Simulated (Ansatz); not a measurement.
Consider the cleavage of the Si–Ge bond: `[SiH3][SiH2][SiH2][GeH2][SiH2][SiH3]` + NH₃ → `N[SiH2][SiH2][SiH3]` + `[SiH3][SiH2][GeH3]`.

Isolated molecules relaxed with PBE0-D4/def2-TZVP in Ansatz; ΔE leaves out vibrations. CCSD(T)/CBS is the MP2 limit (def2-TZVPP, def2-QZVPP) plus CCSD(T) − MP2 in def2-TZVPP, frozen cores. This one scheme is used for every species. Functionals use def2-TZVPP. B3LYP here is the variant with VWN-RPA as its local correlation; programs differ in this. For Ge outer-core shells are correlated without core-valence functions, which leaves a few kJ/mol of doubt a bond. Scalar relativity is left out up to krypton. One conformer a species, not always the lowest.

```csv
level,ΔE (eV)
r2SCAN-D4,-0.01
PBE,-0.03
B3LYP,-0.25
HF/def2-TZVPP,-0.42
MP2/def2-TZVPP,-0.01
HF/def2-QZVPP,-0.44
MP2/def2-QZVPP,-0.01
MP2/CBS(def2),0.01
```

Problem. What does CCSD(T)/CBS give? (An estimate is asked.)

Solution. The calculation gave: +0.01 eV. The listed levels differ from it by -0.02, -0.04, -0.26, -0.43, -0.02, -0.45, -0.02, 0.00 eV.

Largest T1 diagnostic among the species: 0.013.

From PBE to PBE0 (25 % exact exchange), in def2-TZVPP and without D4, ΔE moves by −0.03 eV. In def2-TZVPP, CCSD(T) changes the Hartree–Fock value by +0.41 eV (the triples alone add +0.06 eV) and MP2 by +0.41 eV. The D4 term adds +0.24 eV with B3LYP and +0.15 eV with PBE0; it sums over pairs of atoms, weighted by their polarisabilities, and B3LYP, whose exchange is more repulsive, gets the larger term.
